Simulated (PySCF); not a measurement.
C₄H₉NSi, SMILES [SiH3]N1CC=CC1.

Geometry optimised at r2SCAN-D4/def2-SVP. This is a generated structure with no PubChem entry under its InChIKey; it may be hypothetical. One conformer was computed; it need not be the lowest.

Calculation: SMD-ωB97X/def2-SVP (PySCF).

Solvation free energies are E(SMD) − E(gas) at the gas-phase geometry, for 1 M in both phases. In vacuum the dipole moment is 1.19 D.

```csv
solvent,ΔG(solv) (kcal/mol),its non-electrostatic (CDS) part,dipole (D)
water,0.9,3.2,1.44
"N,N-dimethylformamide",?,?,?
acetonitrile,-3.5,-1.2,1.44
```

Question: Complete the blanks. (The exact figures need the calculation; the answer reports its results.)

Answer: 
- N,N-dimethylformamide, ΔG(solv) (kcal/mol): -2.9
- N,N-dimethylformamide, its non-electrostatic (CDS) part: -0.6
- N,N-dimethylformamide, dipole (D): 1.44
